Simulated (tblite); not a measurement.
Run record: tight-binding relaxation, `c1ccc2c(c1)Sc1cccnc1S2`.

Computed with GFN2-xTB geometry optimisation, gas phase (tblite 0.8.0). Start geometry: from a force field or distance geometry. The input is one job of a driver script: a line of settings, then coordinates in Å.

Input:
```
{"job": {"kind": "relax", "xc": "GFN2-xTB", "basis": "xTB"}, "charge": 0, "multiplicity": 1}
C     -3.240600    -0.467900     1.126600
C     -3.318500     0.864200     0.782900
C     -2.388900     1.450600    -0.076000
C     -1.419500     0.616200    -0.591200
C     -1.351100    -0.729800    -0.240200
C     -2.267600    -1.296600     0.611800
S     -0.022100    -1.711800    -0.979400
C      1.455300    -0.700100    -0.679000
C      2.604000    -1.239500    -0.140000
C      3.676900    -0.371000     0.048900
C      3.597900     0.970100    -0.305000
N      2.443900     1.439600    -0.830600
C      1.379000     0.633200    -1.014300
S     -0.155300     1.226300    -1.726800
H     -3.983700    -0.903700     1.817900
H     -4.100000     1.481600     1.223800
H     -2.431200     2.488000    -0.348800
H     -2.191500    -2.350600     0.863300
H      2.673800    -2.279600     0.140700
H      4.604400    -0.749100     0.473300
H      4.425800     1.647100    -0.158300
```

Question: Estimate the output.

Answer: 
```
step      E/eV     max force
  0    -993.34088    2.252
  1    -993.48064    0.905
  2    -993.52892    0.756
  3    -993.60671    0.692
  4    -993.64131    0.644
  5    -993.67498    0.382
  6    -993.69058    0.400
  7    -993.70484    0.275
  8    -993.71259    0.211
  9    -993.71679    0.127
... (50 lines left out)
 60    -993.73953    0.025
 61    -993.73961    0.017
 62    -993.73965    0.013
 63    -993.73969    0.014
 64    -993.73974    0.017
 65    -993.73980    0.021
 66    -993.73985    0.018
 67    -993.73989    0.012
 68    -993.73991    0.010
 69    -993.73993    0.009
```

«max force» is the largest atomic force in eV/Å.

Question: From which step on does the largest force stay under 0.1 eV/Å, and how much energy is left to gain from there?

Answer: From step 12 (0.057 eV/Å), 17.7 meV above the end.

Main results: energy lowered by 9.2 kcal/mol over 69 steps; largest atomic force 0.009 eV/Å at the end.

Question: Give the final coordinates.

Answer: 0.200 Å rms from the input after alignment:
```
atom  x, y, z in Å
C1    -3.3796   -0.5045    1.0190
C2    -3.4200    0.8452    0.7069
C3    -2.3899    1.4182   -0.0143
C4    -1.3171    0.6468   -0.4446
C5    -1.2753   -0.7030   -0.1241
C6    -2.3050   -1.2726    0.6137
S7     0.0420   -1.7761   -0.6386
C8     1.4334   -0.6956   -0.5124
C9     2.6524   -1.2197   -0.1012
C10    3.7693   -0.4002   -0.0760
C11    3.6155    0.9253   -0.4502
N12    2.4535    1.4351   -0.8155
C13    1.3912    0.6560   -0.8558
S14   -0.0754    1.4597   -1.4245
H15   -4.1812   -0.9598    1.5794
H16   -4.2522    1.4532    1.0259
H17   -2.4071    2.4667   -0.2680
H18   -2.2549   -2.3251    0.8475
H19    2.7139   -2.2624    0.1717
H20    4.7308   -0.7867    0.2216
H21    4.4466    1.6164   -0.4612
```

On one thread, Arm Neoverse V2 (aarch64), on a shared host, this took 0.7 s.
Labels such as C1 count atoms from 1, the log's own numbers from 0.
